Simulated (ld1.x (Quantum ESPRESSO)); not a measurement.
Values are calculated unless marked as measured or tabulated.
**Potentials for P compared**

Generated with ld1.x 7.5 (TM, RRKJ, ultrasoft, PAW), atompaw 4.2 or ONCVPSP 4.0.1. The cutoff is in Ry: for ld1.x and atompaw files where the sum of valence levels is converged to 10 mRy in a Bessel basis, for ONCV files where the hardest occupied wave has 1 mHa per electron of residual kinetic energy. The error is the largest all-electron minus pseudo excitation energy over each file’s own four to seven test configurations (ionisations up to +4, promotions, holes and added fractions of an electron), all of which were solved. The labels leave out finer settings (local radius, basis sizes, second energies), which also bear on the numbers. Spin-polarised tests are not counted. The rows are a selection from randomly drawn settings: files with unsolved tests, undetermined cutoffs or missed reference levels are left out.

| potential | cutoff (Ry) | largest error (meV) | bound ghosts |
| --- | --- | --- | --- |
| PAW, Wu–Cohen, scalar-relativistic, rc 0.85/1.00 (sp), local smoothed, core correction yes, reference 2s2 2p6 3s2 3p3 | 160 | +8.9 | none |
| TM, PBE, scalar-relativistic, rc 1.30/1.60 (sp), local smoothed, core correction yes, reference 3s2 3p3 | 35 | +97 | none |
| RRKJ, LDA (PZ), scalar-relativistic, rc 1.30/1.85/1.75 (spd), local smoothed, core correction yes, reference 3s1 3p4 | 40 | +272 | none |
| TM, PW91, scalar-relativistic, rc 1.50/1.90/1.45 (spd), local s, core correction yes, reference 3s1.5 3p3.5 | 21 | +149 | none |
| TM, PBE, scalar-relativistic, rc 1.50/1.90/1.65 (spd), local smoothed, core correction no, reference 3s1.75 3p3.25 | 18 | +16 | none |
| TM, PBE, non-relativistic, rc 1.35/1.25 (sp), local s, core correction yes, reference 3s1.5 3p3.5 | 70 | +103 | none |

(1) Fill in the row for P: TM, LDA (PZ), non-relativistic, rc 1.30/1.80/1.70 (spd), local smoothed, core correction no, reference 3s2 3p3.

(2) Fill in the row for P: PAW, PW91, scalar-relativistic, rc 1.90/2.05 (sp), local smoothed, core correction yes, reference 3s2 3p3.

## Answers

(1) cutoff 25 Ry, largest error +441 meV, bound ghosts: none.

(2) cutoff 12 Ry, largest error -38 meV, bound ghosts: none.
